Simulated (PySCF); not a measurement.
## Electron correlation in Ce²⁺ (cerium, charge +2)

[Xe] 4f1 5d1, one real determinant (an excited configuration). All numbers are calculated (PySCF 2.14, scalar relativity by spin-free X2C-1e, in ANO-RCC-VTZP). Frozen: [Kr] 4d10; 10 electrons correlated.

```
  level  correlation energy (mhartree)
   CCSD                        -253.06
    (T)                          -8.22
CCSD(T)                        -261.28
```

Diagnostics: T1 = 0.010, D1 = 0.0296, largest double amplitude 0.033.

The real determinant used has ⟨L²⟩ near 18 against 30 for a pure H term, so it mixes terms. Spin-orbit coupling, absent here, splits the open shell strongly.

Cost of the coupled-cluster step: about 40 core-seconds, for 10 correlated electrons.

Iterations:

```
CC2 = 0
CCSD nocc = (np.int64(6), np.int64(4)), nmo = (81, 81)
frozen orbitals [[0, 1, 2, 3, 4, 5, 6, 7, 8, 9, 10, 11, 12, 13, 14, 15, 16, 17, 18, 19, 20, 21, 22], [0, 1, 2, 3, 4, 5, 6, 7, 8, 9, 10, 11, 12, 13, 14, 15, 16, 17, 18, 19, 20, 21, 22]]
max_cycle = 100
direct = 0
conv_tol = 1e-08
conv_tol_normt = 1e-06
diis_space = 8
diis_start_cycle = 0
Init t2, MP2 energy = -0.230887139939542
Init E_corr(UCCSD) = -0.230887139941194
cycle = 1  E_corr(UCCSD) = -0.246454121384625  dE = -0.0155669814  norm(t1,t2) = 0.0412976
cycle = 2  E_corr(UCCSD) = -0.250908920543093  dE = -0.00445479916  norm(t1,t2) = 0.0151411
cycle = 3  E_corr(UCCSD) = -0.252953900029219  dE = -0.00204497949  norm(t1,t2) = 0.00778441
cycle = 4  E_corr(UCCSD) = -0.252932340644258  dE = 2.1559385e-05  norm(t1,t2) = 0.00383913
cycle = 5  E_corr(UCCSD) = -0.25289919108435  dE = 3.31495599e-05  norm(t1,t2) = 0.00288693
cycle = 6  E_corr(UCCSD) = -0.253038520556334  dE = -0.000139329472  norm(t1,t2) = 0.00191507
cycle = 7  E_corr(UCCSD) = -0.253029482593236  dE = 9.0379631e-06  norm(t1,t2) = 0.00100289
cycle = 8  E_corr(UCCSD) = -0.2530374950598  dE = -8.01246656e-06  norm(t1,t2) = 0.000686002
cycle = 9  E_corr(UCCSD) = -0.253055448917834  dE = -1.7953858e-05  norm(t1,t2) = 0.00041833
cycle = 10  E_corr(UCCSD) = -0.253058092888956  dE = -2.64397112e-06  norm(t1,t2) = 0.000187624
cycle = 11  E_corr(UCCSD) = -0.253059971627414  dE = -1.87873846e-06  norm(t1,t2) = 5.80639e-05
cycle = 12  E_corr(UCCSD) = -0.253059771391122  dE = 2.00236293e-07  norm(t1,t2) = 2.27562e-05
cycle = 13  E_corr(UCCSD) = -0.253059651441816  dE = 1.19949306e-07  norm(t1,t2) = 1.14296e-05
cycle = 14  E_corr(UCCSD) = -0.253059502495292  dE = 1.48946524e-07  norm(t1,t2) = 8.84692e-06
cycle = 15  E_corr(UCCSD) = -0.25305954918979  dE = -4.66944989e-08  norm(t1,t2) = 6.97866e-06
cycle = 16  E_corr(UCCSD) = -0.253059620429666  dE = -7.12398754e-08  norm(t1,t2) = 4.0517e-06
cycle = 17  E_corr(UCCSD) = -0.253059612100478  dE = 8.32918773e-09  norm(t1,t2) = 1.77275e-06
cycle = 18  E_corr(UCCSD) = -0.253059599525459  dE = 1.25750195e-08  norm(t1,t2) = 8.92149e-07
cycle = 19  E_corr(UCCSD) = -0.253059594929188  dE = 4.59627048e-09  norm(t1,t2) = 5.48631e-07
UCCSD converged
E(UCCSD) = -8855.644956915545  E_corr = -0.2530595949291882
UCCSD(T) correction = -0.00822354160498457
```

The reference is one real determinant that mixes LS terms of this configuration.
